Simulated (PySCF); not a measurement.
C2H7FOSi, SMILES C[Si@H](F)CO. Atoms are numbered in the order given.

```xyz
12

C      1.7975    -1.0675    -0.4385
Si     0.4994     0.2308    -0.1142
F      0.6295     0.6937     1.4461
C     -1.2225    -0.4781    -0.3910
O     -2.1708     0.5574    -0.3198
H      1.8005    -1.3660    -1.4988
H      2.8001    -0.6858    -0.1923
H      1.6192    -1.9673     0.1709
H      0.7009     1.4473    -0.9494
H     -1.3884    -1.2706     0.3693
H     -1.2222    -0.9951    -1.3756
H     -3.0504     0.1773    -0.4050
```

The structure is a stationary point at PBE0-D3(BJ)/def2-SVP. The structure was generated by enumeration; whether it is a known compound was not checked. One conformer was computed; it need not be the lowest.

All values below come from PBE/def2-TZVP in PySCF.

Gas-phase values at a fixed geometry.

| Property | Result |
|---|---|
| total energy | -544.72680 hartree |
| highest occupied level | -6.45 eV |
| lowest empty level | -0.27 eV |
| orbital gap | 6.18 eV |
| dipole moment | 2.94 D |
| quadrupole, principal values (traceless, Buckingham form, about the centre of nuclear charge) | -4.97, -3.88, 8.85 D·Å |
| mean static polarisability | 55.3 bohr³ (8.19 Å³) |
| polarisability, principal values | 48.2, 53.8, 63.9 bohr³ |
